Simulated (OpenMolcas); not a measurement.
**Tc4+: ligand-field states by method**

Tc4+ with its 6 nearest fluoride ions at 1.902 Å, on the Ge site of Cs2GeF6 (a = 9.021 Å, distance in the model lattice 1.804 Å). The rest of the host is ab initio model potentials to 7.6 Å and point charges beyond; the distance is set by hand and nothing relaxes. Ligand basis ANO-RCC-VDZP.

```json
{
  "Program": "OpenMolcas 26.06",
  "Basis": "ANO-RCC-VDZP [6s5p3d1f]",
  "Scalar Hamiltonian": "DKH2, point nucleus",
  "Active space": "3 electrons in 5 orbitals (4d)",
  "State averaging": "2S+1 = 4 even, 10 roots; 2S+1 = 2 even, 40 roots",
  "Spin-orbit coupling": "state interaction with AMFI integrals over the reference wave functions"
}
```

I. CASSCF
II. SS-CASPT2, IPEA 0.25 Eh, imaginary shift 0.1 Eh (closed shells correlated: 4s 4p and the ligand valence shells)

Spin-free states (labels of O, the rotations of Oh) in cm-1, each column counted from its own energy of the first state listed:

```
   State  Degeneracy      I     II
     4A2           1      0      0
      2E           2  14835  11390
     2T1           3  15570  11550
     2T2           3  23749  18640
     4T2           3  34095  35700
     4T1           3  42520  42120
     2A1           1  45749  43320
2S+1 = 2           3  47780  45740
2S+1 = 2           3  48455  46030
      2E           2  50201  46970
     2T1           3  53851  50340
     2T2           3  58373  53630
     2A2           1  60922  54280
     4T1           3  70623  73060
      2E           2  71280  63870
```

From I to II, I's first state of the same spin (4T2) moves from 34095 to 35700 cm-1, by about +1600 cm-1.

From I to II, I's first state of another spin (2E) moves from 14835 to 11390 cm-1, by about -3400 cm-1.

I: A least-squares ligand-field fit to the states below 45000 cm-1, each weighted by its degeneracy and with a free common offset, gives 10Dq = 34090 cm-1, B = 766 cm-1 and C = 2989 cm-1 (C/B = 3.90), with an rms deviation of 45 cm-1. The same method and metal basis give the free ion B = 902 cm-1 (fit to its terms below 60000 cm-1, rms deviation 25 cm-1), so the nephelauxetic ratio is β = 766 / 902 = 0.85; it hangs on how both fits weigh the states, and computed free-ion B values tend to be too large, so β mixes covalency with correlation.

II: A least-squares ligand-field fit to the states below 45000 cm-1, each weighted by its degeneracy and with a free common offset, gives 10Dq = 35144 cm-1, B = 604 cm-1 and C = 2118 cm-1 (C/B = 3.50), with an rms deviation of 316 cm-1. The same method and metal basis give the free ion B = 785 cm-1 (fit to its terms below 60000 cm-1, rms deviation 485 cm-1), so the nephelauxetic ratio is β = 604 / 785 = 0.77; it hangs on how both fits weigh the states, and computed free-ion B values tend to be too large, so β mixes covalency with correlation.

From I to II, 10Dq changes by +3 %, B by -21 % and C by -29 %.

χT at 300 K: I 1.79, II 1.79 cm3 K/mol.

Roots that are degenerate in the reference are averaged as groups; the widest CASPT2 spread within a group is 950 cm-1 (the 3-fold group of multiplicity 2 near 82100 cm-1 above the lowest state of its run, II). Shifts and gaps below about the spread of the groups concerned are not significant. Over all roots computed the reference weight is 0.70 to 0.71 in II; a low but even weight reflects the number of correlated electrons. The least metal-like active orbital is 75 % on the metal (Löwdin) and no ligand orbital is active, so the numbers are rough. Ligand-to-metal charge-transfer states are missing. With no ligand orbital active B as a rule stays too high, so bands that hang on it stand too high and its fall with covalency is understated. Without dynamic correlation the repulsion within the d shell is too large (B by tens of per cent), so at a given field states of lower spin stand too high (holds for I). With metal d orbitals alone the field can be off either way by tens of per cent (holds for I). With one d shell and no ligand orbital active, 10Dq can be off by a tenth or more (holds for II). No measured value stands beside these numbers; the geometry was set by hand and not optimised.
